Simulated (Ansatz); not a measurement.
System: SnNOH3, charge 0, singlet. SnNOH3 (SMILES [NH2][Sn][OH]).
B3LYP-D3(BJ)/def2-TZVP minimum from Ansatz (a quantum-chemistry and plane-wave program):
```xyz
6

Sn    -0.1250     0.0207     0.3590
O      0.7764     1.4346    -0.7332
H      1.0251     1.1987    -1.6335
N     -0.1090    -1.4306    -1.0735
H      0.2668    -1.3410    -2.0073
H     -0.4885    -2.3553    -0.9292
```

Quantity: atomisation energy (electronic, to ground-state atoms), in kJ/mol. Open shells are spin-unrestricted; no spin-orbit coupling. Cores are frozen in correlated methods (noble-gas shells, and filled d and f shells in the p block). Past Kr the def2 sets carry scalar-relativistic core potentials. CBS(X,Y): correlation extrapolated as X^-3, Hartree-Fock from the larger set. A bracket is a step between two methods taken in the basis named. For partners of very few electrons the exact lower level stands in for a higher one. Spin-orbit terms, left out, reach several kcal/mol for Br and I, and more for heavier atoms.

CCSD(T)/CBS(def2-TZVPP,def2-QZVPP) + [CCSDT(Q) - CCSD(T)]/def2-SVP (Ansatz) gives 1947.6 kJ/mol.

**Question.** What does PBE/def2-TZVPD (Ansatz) give here, and how do the other levels compare?

**Answer.** PBE gives 1981.6 kJ/mol, 34.0 kJ/mol above it. Differences of the others: PBE0/def2-TZVPD (Ansatz) -49.7; wB97M-V/def2-TZVPD (Ansatz) -12.8; B2PLYP/def2-TZVPD (Ansatz) -35.1; CCSD(T)/CBS(def2-TZVPP,def2-QZVPP) (Ansatz) -4.8 kJ/mol.
